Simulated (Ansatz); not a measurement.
Calculated with Ansatz (gas phase, PBE0-D4/def2-TZVP geometries, no zero-point term in ΔE). CCSD(T)/CBS is the MP2 limit (def2-TZVPP, def2-QZVPP) plus CCSD(T) − MP2 in def2-TZVPP, frozen cores. Functionals use def2-TZVPP. B3LYP here is the variant with VWN-RPA as its local correlation; programs differ in this. Each species was taken in one conformer, which may not be the lowest.

Reaction (redistribution): `O[SiH](O)N[SiH](F)F` + `C=C[SiH2][SiH2]F` → `O[SiH](O)N[Si](F)(F)F` + `C=C[SiH2][SiH3]`

```csv
level,ΔE (kJ/mol),difference from CCSD(T)/CBS
PBE-D4,-39.3,0.6
ωB97X-V,-38.4,1.5
ωB97M-V,-40.3,-0.4
B2PLYP,-37.9,2.0
PBE,-37.6,2.3
r2SCAN,-43.3,-3.4
PBE0,-41.1,-1.2
B3LYP,-35.6,4.3
HF/def2-TZVPP,-39.5,0.4
SCS-MP2/def2-TZVPP,-38.7,1.2
CCSD(T)/def2-TZVPP,-43.7,-3.8
HF/def2-QZVPP,-39.1,0.8
MP2/def2-QZVPP,-38.9,1.0
SCS-MP2/def2-QZVPP,-36.6,3.3
HF/CBS(def2),-39.1,0.8
CCSD/CBS(def2),-39.6,0.3
CCSD(T)/CBS,-39.9,0
```

Largest T1 diagnostic among the species: 0.013.

From PBE to PBE0 (25 % exact exchange), in def2-TZVPP and without D4, ΔE moves by −3.5 kJ/mol.
